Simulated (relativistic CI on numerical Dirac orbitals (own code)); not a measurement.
## Energy levels of Br

These numbers are calculated, not measured: Dirac-Coulomb-Breit CI, orbitals from a KLI potential per configuration, model QED, valence Slater integrals scaled by 0.85, P86 correlation estimate, and configurations built on the next ion tied to the tabulated ionisation energy (semi-empirical) (own radial code, finite nucleus).

Configurations in the expansion (outside the closed core [Ar] 3d10): 4s2 4p5, 4s2 4p4 5s, 4s2 4p4 5p, 4s2 4p4 4d, 4s2 4p4 5d, 4s2 4p4 6s, 4s2 4p4 4f, 4s2 4p4 5f, 4s 4p6, 4s2 4p4 6p, 4s2 4p3 4d2, 4s2 4p4 6d, 4s2 4p4 5g, 4s2 4p4 6f. Levels of other configurations are missing.

The lowest level is 4s2 4p5 2P°_3/2, with 99 % of that term; Hund's rules for 4s2 4p5 give 2P° with J = 3/2, in agreement.

| No. | Configuration | Term | J | E (cm⁻¹) | % | Lifetime (s) |
| --- | --- | --- | --- | --- | --- | --- |
| 1 | 4s2 4p5 | 2P° | 3/2 | 0.0 | 99 |  |
| 2 | 4s2 4p5 | 2P° | 1/2 | 3685.8 | 99 | 1.11e+00 |
| 3 | 4p4(3P) 5s | 4P | 5/2 | 63877.2 | 97 | 1.84e-07 |
| 4 | 4p4(3P) 5s | 4P | 3/2 | 65433.1 | 55 | 3.30e-09 |
| 5 | 4p4(3P) 5s | 4P | 1/2 | 67389.4 | 95 | 4.85e-08 |
| 6 | 4p4(3P) 5s | 2P | 3/2 | 67742.3 | 55 | 2.43e-09 |
| 7 | 4p4(3P) 5s | 2P | 1/2 | 69624.2 | 96 | 1.38e-09 |
| 8 | 4p4(3P) 5p | 4P° | 5/2 | 74151.2 | 80 | 3.33e-08 |
| 9 | 4p4(3P) 5p | 4P° | 3/2 | 74496.1 | 66 | 3.43e-08 |
| 10 | 4p4(3P) 5p | 4D° | 7/2 | 74881.8 | 97 | 3.03e-08 |
| 11 | 4p4(3P) 5p | 2D° | 5/2 | 75110.0 | 74 |  |
| 12 | 4p4(3P) 5p | 4P° | 1/2 | 75267.8 | 40 |  |
| 13 | 4p4(3P) 5p | 2P° | 3/2 | 76060.4 | 48 | 3.39e-08 |
| 14 | 4p4(1D) 5s | 2D | 5/2 | 77034.8 | 95 | 4.13e-09 |
| 15 | 4p4(1D) 5s | 2D | 3/2 | 77071.6 | 93 | 4.33e-09 |
| 16 | 4p4(3P) 5p | 4P° | 1/2 | 77557.2 | 57 |  |
| 17 | 4p4(3P) 5p | 4D° | 5/2 | 77912.2 | 61 | 3.32e-08 |
| 18 | 4p4(3P) 5p | 4D° | 3/2 | 78118.0 | 69 | 3.29e-08 |
| 19 | 4p4(3P) 5p | 4D° | 1/2 | 78287.9 | 91 | 3.12e-08 |
| 20 | 4p4(3P) 5p | 4S° | 3/2 | 78500.2 | 48 | 3.37e-08 |
| 21 | 4p4(3P) 5p | 2D° | 3/2 | 79111.5 | 42 |  |
| 22 | 4p4(3P) 5p | 2P° | 1/2 | 79319.8 | 53 | 3.90e-08 |
| 23 | 4p4(3P) 4d | 4D | 7/2 | 79586.9 | 78 |  |
| 24 | 4p4(3P) 4d | 4D | 5/2 | 79779.4 | 75 |  |
| 25 | 4p4(3P) 4d | 4D | 3/2 | 80113.4 | 68 | 5.37e-08 |
| 26 | 4p4(3P) 4d | 4D | 1/2 | 80490.7 | 60 | 5.55e-08 |
| 27 | 4p4(3P) 4d | 4F | 9/2 | 80586.4 | 97 |  |
| 28 | 4p4(3P) 4d | 2F | 7/2 | 81103.5 | 65 |  |
| 29 | 4p4(3P) 4d | 4P | 1/2 | 81484.4 | 63 | 1.60e-08 |
| 30 | 4p4(3P) 4d | 2D | 5/2 | 81711.4 | 36 | 5.12e-09 |

Energies count from the lowest computed level; ° marks odd parity; lifetimes are radiative, by E1, M1, E2 decay to levels of this space only; some are left blank where a channel outside the calculation adds to the decay or the decay crosses a small, uncertain gap. Percentages are summed over parent terms; the parents shown are those of the largest component, closed shells are left out there.

The mean weight of the leading LS term, summed over parents, in these 30 levels is 72 %, and that of the leading jj configuration (from the same eigenvectors) 67 %.

Configurations that consist of the next ion and one excited electron were tied to the tabulated ionisation energy; Rydberg ones are usually within 1,000 to 3,000 cm⁻¹ and the lowest ones within about 6,000 (9,000 in d shells), while levels on excited terms of the next ion carry the error of that term, and the other configurations can be misplaced by 10,000 cm⁻¹ or more. Rates follow the energies as ν³ (E1, M1) or ν⁵ (E2), so rates, branching and lifetimes can be off by large factors. The fine structure of a lone outer electron comes out too small, for d and f at times inverted, and misplaced configurations move strength between like terms. 21 of the 28 excited levels that our extract of the measured tables holds in this range could be paired (the sources list more); they are missed by 806 cm⁻¹ on average and 3402 at most, and levels without a partner can miss by more.

LS names give the leading component of a level, which can be under half, so a name can repeat, a term be missing and a line seem to break the LS rules.
